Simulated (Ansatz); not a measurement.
`FB1CC1[SiH3]` → `C[C@H]1B[Si@@H]1F`  (isomerisation)

Computed with Ansatz on PBE0-D4/def2-TZVP structures; ΔE is electronic, products minus reactants. CBS: MP2 limit from def2 TZ/QZ plus the TZ coupled-cluster correction, frozen cores. Functionals use def2-TZVPP.

| species | PBE0-D4 energy (Eh) |
| --- | --- |
| `FB1CC1[SiH3]` | -493.75931 |
| `C[C@H]1B[Si@@H]1F` | -493.73950 |

Q: Work out ΔE.

A: ΔE = (-493.73950) − (-493.75931) = 0.01981 Eh = +52.0 kJ/mol. CCSD(T)/CBS gives +46.7 kJ/mol.

Largest T1 diagnostic among the species: 0.013.

The D4 term adds −3.1 kJ/mol with B3LYP and −1.5 kJ/mol with PBE0; it sums over pairs of atoms, weighted by their polarisabilities, and B3LYP, whose exchange is more repulsive, gets the larger term. From PBE to PBE0 (25 % exact exchange), in def2-TZVPP and without D4, ΔE moves by +16.6 kJ/mol. In def2-TZVPP, CCSD(T) changes the Hartree–Fock value by −48.2 kJ/mol (the triples alone add −10.3 kJ/mol) and MP2 by −46.3 kJ/mol.

B3LYP here is the variant with VWN-RPA as its local correlation; programs differ in this.
